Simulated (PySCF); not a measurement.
# Working out the ionisation energy of S⁺

S⁺ [Ne] 3s2 3p3 (4S) → S²⁺ [Ne] 3s2 3p2 (3P). All numbers are calculated (PySCF 2.14, the non-relativistic Hamiltonian (point nucleus), in aug-cc-pV(T+d)Z (6s5p4d2f, 55 functions)). Frozen: [Ne]. Energies in hartree (1 hartree = 27.21139 eV):

```
             part   S⁺ (lower)  S²⁺ (upper)
              UHF  -397.170298  -396.335333
MP2 opposite-spin    -0.066305    -0.056684
    MP2 same-spin    -0.024427    -0.011223
```

What does Hartree-Fock give?

(-396.335333) − (-397.170298) = 0.834965 hartree = 22.721 eV.

What do MP2 and SCS-MP2 (6/5 opposite-spin, 1/3 same-spin) give?

The opposite-spin parts differ by 0.262 eV and the same-spin parts by 0.359 eV. MP2: 22.721 + (0.262) + (0.359) = 23.342 eV. SCS-MP2: 22.721 + 1.2 × (0.262) + (0.359)/3 = 23.155 eV.

A first-order spin-orbit estimate adds -0.061 eV to MP2 (valence), giving 23.281 eV against 23.338 eV (measured; NIST Atomic Spectra Database, ionization energies).

What remains against the reference includes basis incompleteness, the frozen core and correlation beyond second order.
